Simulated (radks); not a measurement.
Values are calculated unless marked as measured or tabulated.
Task: Ionisation ladder of potassium, from K to K18+. Each ion is in the ground configuration listed by NIST, and IE = E(next ion) - E(this ion), with E = 0 for the bare nucleus. Level of theory: scalar-relativistic Kohn-Sham, PBEsol, spin-polarised, spherical densities, finite nucleus; open shells are filled with parallel spins first; Fermi nuclear charge, rms radius 3.4349 fm (a radial shooting solver on a logarithmic mesh with Libxc functionals).

species  configuration  IE, Delta-SCF (eV)  -e(HOMO) (eV)     HOMO
K             [Ar] 4s1                   ?          2.543    4s up
K+                [Ar]              31.574         24.830       3p
K2+       [Ne] 3s2 3p5                   ?         38.506  3p down
K3+       [Ne] 3s2 3p4              60.623         53.105  3p down
K4+       [Ne] 3s2 3p3              81.874         73.273    3p up
K5+       [Ne] 3s2 3p2                   ?         90.611    3p up
K6+       [Ne] 3s2 3p1              117.61         108.55    3p up
K7+           [Ne] 3s2              154.51         145.70       3s
K8+           [Ne] 3s1              176.40         167.41    3s up
K9+               [Ne]              504.14         473.88       2p
K10+      [He] 2s2 2p5              565.80         534.80  2p down
K11+      [He] 2s2 2p4              628.22         597.07  2p down
K12+      [He] 2s2 2p3              717.03         682.25    2p up
K13+      [He] 2s2 2p2              787.58         752.18    2p up
K14+      [He] 2s2 2p1              858.50         823.18    2p up
K15+          [He] 2s2                   ?         936.17       2s
K16+          [He] 2s1              1034.7         1007.1    2s up
K17+              [He]              4604.9         4490.1       1s
K18+               1s1              4925.5         4807.3    1s up

Estimate the withheld Delta-SCF values.

Result: K: 4.391 eV (NIST 4.341); K2+: 45.739 eV (NIST 45.803); K5+: 99.535 eV (NIST 99.4); K15+: 963.35 eV (NIST 967.7).
